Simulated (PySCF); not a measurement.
How methods differ on the ionisation energy of Hg⁶⁸⁺

Hg⁶⁸⁺ [Ne] 3s2 → Hg⁶⁹⁺ [Ne] 3s1 [3s1/2^1, M_J = 1/2], as a difference of total energies. Computed with PySCF 2.14 in an even-tempered Gaussian basis (17 s from 24 bohr⁻², ratio 2.4; 14 p from 31 bohr⁻², ratio 2.4; 4 d from 100 bohr⁻², ratio 2.6; 4 f from 150 bohr⁻², ratio 2.6), with the two-component X2C-1e Hamiltonian. Correlated levels: 1s2 frozen; the 46 highest virtual spinors dropped. "Screened" scales the spin-orbit matrix elements by Boettger's factors to mimic the two-electron term; Breit and QED terms are absent.

```json
{"method": "GHF (spin-free)", "ionisation energy (eV)": "8476.7"}
{"method": "GMP2 (spin-free)", "ionisation energy (eV)": "8480.0"}
{"method": "GHF (screened spin-orbit)", "ionisation energy (eV)": "8475.6"}
{"method": "GMP2 (screened spin-orbit)", "ionisation energy (eV)": "8479.5"}
```

Problem. How much does correlation contribute at GMP2 (screened spin-orbit)?

Solution. 8479.5 − (8475.6) = 3.9 eV, measured against GHF (screened spin-orbit).

Breit and QED terms and the two-electron picture change are absent.

For comparison: 8470 ± 50 eV (theoretical estimate listed by NIST; NIST Atomic Spectra Database, ionization energies).
